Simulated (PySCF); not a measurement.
A run for PySCF: R-HF/3-21G on H2Mg (SMILES [MgH2]), a point of a bond scan (R = 3.400 Å).

```python
from pyscf import gto, scf, dft, mp
from pyscf.data.elements import chemcore

mol = gto.M(
    atom='''
    Mg    0.00000000    0.00000000    0.00000000
    H    -0.00000000   -0.00000000   -3.39956568
    H     0.00000000    0.00000000    1.69978284
    ''',
    basis='3-21g',
    charge=0, spin=0, verbose=3, max_memory=1800)
mf = scf.RHF(mol)
mf.conv_tol = 1e-8
mf.max_cycle = 100
mf.kernel()
if not mf.converged:
    mf = mf.newton().run(mf.mo_coeff, mf.mo_occ)
```

Program output:

```
converged SCF energy = -199.453971111631
```

The run converged.

Cost: roughly 0.05 core-seconds.
